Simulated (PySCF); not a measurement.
# Sb(39+) (antimony, charge +39): Hartree-Fock from Schrödinger to Dirac-Coulomb-Breit

Occupied: 1s1/2, 2s1/2, 2p1/2, 2p3/2, 3s1/2. Hartree-Fock calculated with PySCF 2.14 in an even-tempered Gaussian basis (17 s from 3.6 bohr⁻², ratio 2.7; 13 p from 4.3 bohr⁻², ratio 2.7), Gaussian nucleus throughout. NR is non-relativistic, sf-X2C the spin-free one-electron X2C Hamiltonian, X2C adds the bare one-electron spin-orbit term, X2C-SNSO screens it by Boettger's factors, DC is four-component Dirac-Coulomb, and the Gaunt and Breit terms are added at first order (total energies over the DC spinors, levels after relaxing the spinors in that mean field). QED terms are absent. Levels marked empty are virtual spinors of this ion; the basis has s and p functions only, so 3d, which can lie below the n = 4 levels, is absent.

```csv
Hamiltonian,E (hartree),E − E(DC) (hartree),CPU seconds
NR,-4973.0583,158.0057,0.31
sf-X2C,-5128.1781,2.8859,0.17
X2C,-5129.6831,1.3808,0.22
X2C-SNSO,-5129.5636,1.5004,0.22
DC,-5131.0640,0.0000,9
DC+Gaunt,-5126.6921,4.3718,15
DC+Breit,-5127.0784,3.9855,44
```

Problem. Give the 2p spin-orbit interval with each Hamiltonian that has one.

Solution. X2C 274.4; X2C-SNSO 263.1; DC 262.2; DC+Gaunt 258.6; DC+Breit 258.6 (eV).

```csv
level (eV),NR,sf-X2C,X2C,X2C-SNSO,DC,DC+Gaunt,DC+Breit
1s1/2,-31965.0,-33098.7,-33096.4,-33096.6,-33123.3,-33052.4,-33057.0
2s1/2,-6758.3,-7065.2,-7064.7,-7064.7,-7067.9,-7060.9,-7061.3
2p1/2,-6492.2,-6590.8,-6780.1,-6772.1,-6773.5,-6761.2,-6762.5
2p3/2,-6492.2,-6590.8,-6505.8,-6509.0,-6511.3,-6502.6,-6503.9
3s1/2,-2722.0,-2814.3,-2814.2,-2814.2,-2815.0,-2813.1,-2813.4
3p1/2 (empty),-2571.5,-2609.1,-2655.7,-2653.7,-2654.0,-2651.0,-2651.5
3p3/2 (empty),-2571.5,-2609.1,-2588.1,-2588.9,-2589.4,-2587.3,-2587.7
4s1/2 (empty),-1427.7,-1463.4,-1463.4,-1463.4,-1463.7,-1463.0,-1463.1
```

Weight of the small component: 1s1/2 0.0352, 2s1/2 0.00778, 2p1/2 0.00769, 2p3/2 0.00736, 3s1/2 0.00290, 3p1/2 0.00283, 3p3/2 0.00275, 4s1/2 0.00137.

Koopmans' value for the highest occupied level at DC+Breit: 2813.4 eV, against an ionisation energy of 2815 ± 4 eV (theoretical estimate listed by NIST; NIST Atomic Spectra Database, ionization energies); the former lacks relaxation, correlation, QED and recoil.

The whole ladder took 71 s of wall time on 1 thread of Neoverse-V1 (shared host), launched as `OMP_NUM_THREADS=1 python relrun2.py TASK.json OUT` (a driver that calls PySCF for each Hamiltonian).
